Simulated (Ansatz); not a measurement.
Basis-set extrapolation for C2H6BN, SMILES `BNC=C` (PBE0-D4/def2-TZVP geometry, frozen core, Ansatz). Multiplicity 1, RHF reference.

|  | def2-TZVPP | def2-QZVPP |
| --- | --- | --- |
| HF | -158.434850 | -158.442429 |
| MP2 correlation | -0.637725 | -0.679710 |
| CCSD(T) correlation | -0.702599 | not run |

Energies in hartree. Use E(X) = E(∞) + A·exp(−7.88·√X) for Hartree–Fock and E(X) = E(∞) + B·X^(−2.97) for correlation, with X = 3 and 4, and add CCSD(T) minus MP2 of the smaller set to the MP2 limit.

**Question.** What is the CCSD(T) energy at the basis-set limit?

**Answer.** HF limit: -158.442429 + (-0.007579) × 0.13774 = -158.44347. MP2 limit: -0.679710 + (-0.041985) × 0.74074 = -0.71081. Higher-order term: -0.702599 − (-0.637725) = -0.06487. Total: -159.21915 hartree, 214.5 kJ/mol below CCSD(T)/def2-TZVPP.
